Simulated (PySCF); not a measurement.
Compound: C2H5GaO.
Atom-mapped SMILES: `[CH2:1]=[CH:2][O:3][GaH2:4]` (hydrogens: H5, H6 on C1; H7 on C2; H8, H9 on Ga4)

Theory: PBE0-D3(BJ)/def2-SVP geometry optimisation, gas phase (PySCF).

List the bond lengths, angles and torsions at this level.

```tsv
bond	length (Å)	order
C1=C2	1.338	double
C2–O3	1.339	single
O3–Ga4	1.805	single
C1–H5	1.094	single
C1–H6	1.091	single
C2–H7	1.099	single
Ga4–H8, Ga4–H9	1.557	single
```

Bonds in one row agree within 0.01 Å and their mean is given. Orders are formal, as drawn. A selection of angles:
```tsv
angle	degrees
C2–C1–H5	122.0
C2–C1–H6	119.9
H5–C1–H6	118.0
C1–C2–O3	126.9
C1–C2–H7	120.3
O3–C2–H7	112.8
C2–O3–Ga4	127.7
O3–Ga4–H8	111.5
O3–Ga4–H9	116.4
H8–Ga4–H9	132.1
```

Torsions: C1–C2–O3–Ga4 -39° (synclinal). The mirror-image conformer, all signs reversed, is as good.

O3 (oxygen bonded to C and Ga) is bent (angle 127.7°). Ga4 (gallium bonded to O and 2 H) is planar (angles 132.1°, 116.4° and 111.5°, sum 360.0°, 0.02 Å off the plane of its three neighbours).

Point group: C1 (no symmetry element, even within 0.4 Å). No frequency check. The numbers are those of one conformer (C1–C2–O3–Ga4 -39°, C2–O3–Ga4–H 169° and -13°).

On one thread, Arm Neoverse V1 (aarch64), no GPU, shared host with 32 logical CPUs at a one-minute load of 31, this took 48 s wall and 0.41 GiB of memory at its peak. This is the geometry optimisation.
